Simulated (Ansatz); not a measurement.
Geometry optimisation, Ansatz 0.2.0, RKS CAM-B3LYP-D4/def2-mTZVP.

The input (input.yaml):

```yaml
crystal:
  periodic: [false, false, false]
  atoms:
    - { symbol: Zn, position_ang: [0.0, 0.0, 0.0] }
    - { symbol: C, position_ang: [0.0, 0.0, 2.33] }
    - { symbol: H, position_ang: [-0.9996, -0.3092, 2.7005] }
    - { symbol: H, position_ang: [0.7676, -0.7111, 2.7005] }
    - { symbol: H, position_ang: [0.232, 1.0203, 2.7005] }
    - { symbol: C, position_ang: [0.0, 0.0, -1.98] }
    - { symbol: H, position_ang: [0.2799, -1.0082, -2.3505] }
    - { symbol: H, position_ang: [-1.0131, 0.2617, -2.3505] }
    - { symbol: H, position_ang: [0.7332, 0.7465, -2.3505] }
    - { symbol: H, position_ang: [-1.3331, 1.1713, 0.5897] }
    - { symbol: H, position_ang: [-1.0619, 0.9331, 1.5733] }
basis:
  gaussian: { orbitals: def2-mTZVP }
hamiltonian:
  xc: cam_b3lyp
  dispersion: d4
relax:
  f_tol: 0.15
  max_steps: 25
  restrain:
    - { distance: [0, 9], at: 2.77, k: 30.0 }
    - { distance: [10, 1], at: 2.31, k: 30.0 }
    - { distance: [0, 1], at: 1.98, k: 30.0 }
    - { distance: [10, 9], at: 0.66, k: 30.0 }
output:
  orbitals: {}
```

Command:

```bash
$ ansatz run input.yaml --threads 4 --pin off --max-ram 5120MiB --backend cpu --events-out ev --progress --plain --runs-dir out
```

**Question.** Where does it end, and by what steps?

**Answer.** It converged. The restraints hold the end off the free minimum; the threshold counts their pulls, which the force column leaves out. Restrained pairs: Zn1–H10 (1.87 → 2.77 Å), C2–H11 (1.60 → 2.32 Å), Zn1–C2 (2.33 → 1.97 Å), H10–H11 (1.05 → 0.71 Å). After 6 steps the energy has fallen by 2.503 eV (the restraints' own energy left out); H10 moved furthest, 0.78 Å.

| step | energy less start (eV) | largest force component (eV/Å) | accepted |
| --- | --- | --- | --- |
| 0 | 0.0000 | 4.361 | yes |
| 1 | -1.2345 | 2.274 | yes |
| 2 | -1.5559 | 2.409 | yes |
| 3 | -1.9876 | 2.067 | yes |
| 4 | -2.4214 | 0.727 | yes |
| 5 | -2.4987 | 0.935 | yes |
| 6 | -2.5027 | 0.927 | yes |

```xyz
11
Properties=species:S:1:pos:R:3
Zn 0.126 -0.116 0.145
C 0.143 -0.131 2.114
H -0.826 -0.444 2.507
H 0.893 -0.806 2.529
H 0.352 0.866 2.506
C 0.078 -0.072 -1.795
H 0.342 -1.038 -2.229
H -0.917 0.190 -2.159
H 0.775 0.667 -2.195
H -1.880 1.671 0.836
H -1.482 1.316 1.304
```

The run took 14 s on 4 threads of Arm Neoverse V1, with other jobs on the host, peak memory 0.24 GiB.
